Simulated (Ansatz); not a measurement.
Geometry optimisation, RKS B3LYP/def2-SVP (Ansatz).

input.yaml

```yaml
crystal:
  periodic: [false, false, false]
  atoms:
    - { symbol: Cl, position_ang: [1.2434, -0.158, -2.7495] }
    - { symbol: B, position_ang: [0.4706, -0.0861, -1.0667] }
    - { symbol: C, position_ang: [0.5965, -1.2196, -0.0287] }
    - { symbol: C, position_ang: [0.0688, -0.8868, 1.1023] }
    - { symbol: B, position_ang: [-0.6771, 0.4972, 0.9548] }
    - { symbol: C, position_ang: [-0.391, 1.1189, -0.471] }
    - { symbol: H, position_ang: [1.199, -2.1467, -0.156] }
    - { symbol: H, position_ang: [-0.0026, -1.5144, 1.9786] }
    - { symbol: H, position_ang: [-1.3042, 1.0547, 1.8599] }
    - { symbol: H, position_ang: [0.203, 2.0407, -0.3818] }
    - { symbol: H, position_ang: [-1.3409, 1.243, -1.0212] }
basis:
  gaussian: { orbitals: def2-SVP }
hamiltonian:
  xc: b3lyp
relax:
  f_tol: 0.02
  max_steps: 50
output:
  orbitals: {}
```

Command:

```bash
$ ansatz run input.yaml --threads 2 --pin off --max-ram 3072MiB --backend cpu --events-out ev --progress --plain --runs-dir out
```

**Question.** Where does it end, and by what steps?

**Answer.** It converged. The force dipped under the threshold on the way, but the program's further checks kept it going. After 16 steps the energy has fallen by 0.425 eV; H9 moved furthest, 0.81 Å.

```csv
step,energy less start (eV),largest force component (eV/Å),accepted
0,0.0000,3.411,yes
1,-0.2256,1.292,yes
2,-0.3487,0.579,yes
3,-0.3668,0.128,yes
4,-0.3682,0.028,yes
5,-0.3690,0.019,yes
6,-0.3691,0.009,yes
7,-0.3696,0.036,yes
8,-0.3698,0.394,yes
9,-0.3735,0.213,yes
10,-0.3952,0.092,yes
11,-0.4016,0.514,yes
12,-0.3959,0.538,no
13,-0.4171,0.259,yes
14,-0.4242,0.061,yes
15,-0.4248,0.026,yes
16,-0.4250,0.012,yes
```

```xyz
11
Properties=species:S:1:pos:R:3
Cl 1.713 0.213 -2.330
B 0.549 -0.021 -1.020
C 0.516 -1.273 -0.091
C -0.131 -0.931 1.062
B -0.476 0.592 0.999
C -0.494 1.051 -0.515
H 0.984 -2.250 -0.263
H -0.244 -1.619 1.909
H -0.549 1.323 1.958
H -0.325 2.108 -0.760
H -1.477 0.751 -0.928
```

Time of the run: 47 s on 2 threads of Arm Neoverse V2, with other jobs on the host, peak memory 0.26 GiB.
